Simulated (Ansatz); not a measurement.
An input meant for Si(SiH3)4 (Si₅H₁₂) (charge 0, singlet; scaled by 1.12).

```yaml
crystal:
  periodic: [false, false, false]
  atoms:
    - {symbol: Si, position_ang: [-0.000531, -0.002257, 0.000631]}
    - {symbol: Si, position_ang: [-0.028754, -0.018003, 2.632418]}
    - {symbol: H, position_ang: [0.785867, -1.375544, 3.215341]}
    - {symbol: H, position_ang: [-1.617255, -0.055177, 3.199387]}
    - {symbol: H, position_ang: [0.727711, 1.365756, 3.231657]}
    - {symbol: Si, position_ang: [2.491043, 0.028545, -0.847768]}
    - {symbol: H, position_ang: [2.533476, 0.064425, -2.533868]}
    - {symbol: H, position_ang: [3.307033, -1.348435, -0.314884]}
    - {symbol: H, position_ang: [3.288587, 1.392809, -0.257182]}
    - {symbol: Si, position_ang: [-1.248291, 2.142419, -0.878118]}
    - {symbol: H, position_ang: [-2.841009, 2.160415, -0.322546]}
    - {symbol: H, position_ang: [-1.263424, 2.156353, -2.564968]}
    - {symbol: H, position_ang: [-0.468968, 3.535512, -0.332500]}
    - {symbol: Si, position_ang: [-1.214226, -2.154354, -0.906279]}
    - {symbol: H, position_ang: [-0.443031, -3.543374, -0.338672]}
    - {symbol: H, position_ang: [-1.188100, -2.171529, -2.593016]}
    - {symbol: H, position_ang: [-2.820141, -2.177551, -0.389634]}
basis:
  gaussian: {orbitals: def2-mTZVPP}
hamiltonian: {xc: {name: wB97M-V}, dispersion: d4}
scf: {lower_state_search: full}
```

```sh
$ ansatz run in.yaml --threads 2 --pin off --events-out ev --progress --plain --max-ram 22528MiB --backend cpu
```

(1) Predict how Ansatz answers.

Results:

(1) The input was rejected before any iteration. The program holds no damping parameters for this pairing of functional and dispersion term, so they'd have to be typed (the functional holds VV10 already).
```
Error: invalid value for `hamiltonian.dispersion`: no damping is tabulated for this functional; type it, or the functional that lends it
```
